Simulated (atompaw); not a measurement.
# Before and after: PAW (atompaw) potential for Mn (Z = 25)

manganese (Mn), PAW, made with atompaw 4.2.0.5 (PBE, scalar-relativistic). Core [Ar], reference 3d5 4s2 4p0. Waves: 4s (bound); 4s channel at 0.05 Ry; 4p (bound, empty); 4p channel at 4.45 Ry; 3d (bound); 3d channel at 1.6 Ry. Local part: bessel scheme, radius 2.35 bohr. Core correction: smooth core density matched at 1.70 bohr. Augmentation charge: sinc compensation charge, radius 2.35 bohr; PAW radius 3.00 bohr; waves and projectors: bloechl.

All-electron outer shells of the reference configuration (PBE, scalar-relativistic, ld1.x):

```
shell  level (eV)  outermost node (bohr)  outermost maximum (bohr)
   3s      -85.88                   0.34                      0.74
   3p      -54.59                   0.31                      0.75
   3d       -6.77                      –                      0.76
   4s       -5.11                   1.05                      2.51
   4p       -1.37                   1.16                      3.43
```

Change: local potential bessel scheme, radius 2.96 bohr.

Cutoffs: the cutoffs (Ry, on a coarse ladder) from which the occupation-weighted sum of valence levels, in a spherical-Bessel basis at the reference potential, stays within 10 and 1 mRy of its value at 400 Ry; they do not see the model core or the augmentation charge, which bear on the density cutoff.

Problem. What does the change do?

Solution. The potential gets harder (18 Ry and 25 Ry → 18 Ry and 30 Ry); neither file shows a bound ghost.

```csv
quantity,base,changed
"cutoff, loose",18 Ry,18 Ry
"cutoff, tight",25 Ry,30 Ry
bound ghosts,none,none
s: phases at 3.00 bohr within 0.05 rad from the reference energy up to (Ry; the scan ends near 5),2.2,2.1
p: phases at 3.00 bohr within 0.05 rad from the reference energy up to (Ry; the scan ends near 5),to the end of the scan,to the end of the scan
d: phases at 3.00 bohr within 0.05 rad from the reference energy up to (Ry; the scan ends near 5),4.1,4.1
lowest overlap eigenvalue by channel,"s 0.00, p 0.67, d 1.00","s 0.00, p 0.66, d 1.00"
```

 The cutoffs see the waves, projectors and local potential, not the compensation charge or the core.
